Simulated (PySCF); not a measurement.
These compounds are isomers of formula C₄H₁₄Si₃.

A. SMILES [SiH3]C(C(=C)C)([SiH3])[SiH3]
B. SMILES C/C=C\[SiH2][Si@H](C)[SiH3]
C. SMILES C1C[Si@H]([SiH3])[SiH2]CC1

Spectrum 1. ¹H NMR (500 MHz, computed): δ 5.26 (br s, 1H), 4.95 (br s, 1H), 4.10 (s, 9H), 2.04 (s, 3H). ¹³C{¹H} NMR (computed): δ 154.9 (C), 118.4 (CH2), 27.7 (CH3), 5.7 (C).

Spectrum 2. ¹H NMR (500 MHz, computed): δ 4.11 (m, 1H), 3.96 (m, 1H), 3.91 (m, 1H), 3.55 (d, 3H), 2.25 (m, 1H), 2.17 (m, 1H), 1.32 (m, 1H), 1.31 (m, 1H), 1.23 (m, 1H), 1.21 (m, 1H), 0.94 (m, 1H), 0.66 (m, 1H). ¹³C{¹H} NMR (computed): δ 31.3 (CH2), 30.3 (CH2), 13.0 (CH2), 11.4 (CH2).

Spectrum 3. ¹H NMR (500 MHz, computed): δ 6.91 (m, 1H), 5.88 (m, 1H), 4.50 (m, 1H), 4.19 (m, 1H), 4.01 (m, 1H), 3.35 (d, 3H), 1.91 (d, 3H), 0.36 (d, 3H). ¹³C{¹H} NMR (computed): δ 155.9 (CH), 125.2 (CH), 24.4 (CH3), -5.6 (CH3).

Non-relativistic, one computed conformer, one averaged value for each set of equivalent atoms, no solvent. PBE0/pcSseg-1 with gauge-including orbitals; GFN2-xTB geometry; PySCF.

Chemical shifts δ = σref − σ; TMS for ¹H (σ = 31.72 ppm) and ¹³C (σ = 186.93 ppm), all at this level. Where no couplings were computed, multiplicities follow the n + 1 count of equivalent neighbours, and m marks all less simple cases (inequivalent or close neighbours, rings, F or P nearby). Shifts are as computed. Against solution values, carbons near 30 ppm lie about +3 ppm off and those near 130 ppm about +5 ppm. Of 1211 compounds with measured shifts, 218 miss one by over three times the rms of a fit or turn the order of signals round; such compounds aren't used in these exercises.

Question: Which spectrum belongs to which compound?

Answer: 1–A, 2–C, 3–B.

- Spectrum 1 (A): 4 ¹³C signals; δC 154.9 is a fully substituted alkene carbon; δC 118.4 is a terminal =CH2 carbon.
- Spectrum 2 (C): 4 ¹³C signals; δC 31.3 is an sp3 CH2 in a ring; δC 30.3 is an sp3 CH2 in a ring.
- Spectrum 3 (B): 4 ¹³C signals; δC 155.9 is an alkene CH; δC 125.2 is an alkene CH.
